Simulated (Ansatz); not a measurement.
Consider the hydrogenolysis of a C–C bond: `CCCCC(C)Cl` + H₂ → `CC(C)Cl` + propane.

Gas-phase electronic energies from Ansatz, PBE0-D4/def2-TZVP geometries. CCSD(T)/CBS is the MP2 limit (def2-TZVPP, def2-QZVPP) plus CCSD(T) − MP2 in def2-TZVPP, frozen cores. This one scheme is used for every species. DFT in def2-TZVPP. One conformer a species, not always the lowest.

CCSD(T)/CBS gives -58.8 kJ/mol.

Problem. Another level gave -90.7 kJ/mol. Which?
A. CCSD(T)/def2-TZVPP
B. HF/def2-TZVPP
C. r2SCAN0/def2-TZVPP
D. revPBE-D4/def2-TZVPP

Solution. B. HF/def2-TZVPP -90.7, revPBE-D4 -54.1, r2SCAN0 -68.5, CCSD(T)/def2-TZVPP -59.9 kJ/mol.

Largest T1 diagnostic among the species: 0.009.

Leaving LDA and LC-ωPBE aside and taking each functional with its dispersion term where it has one, the values, not all of them listed here, spread over 17.5 kJ/mol, from B2PLYP to revPBE-D4. LDA lies +17.4 kJ/mol from PBE without D4. The D4 term adds +15.6 kJ/mol with B3LYP and +9.2 kJ/mol with PBE0; it sums over pairs of atoms, weighted by their polarisabilities, and B3LYP, whose exchange is more repulsive, gets the larger term.

CCSD(T)/CBS has its own doubt, a few kJ/mol and more with outer-core shells, so smaller differences from it don't rank the levels.

B3LYP here is the variant with VWN-RPA as its local correlation; programs differ in this.
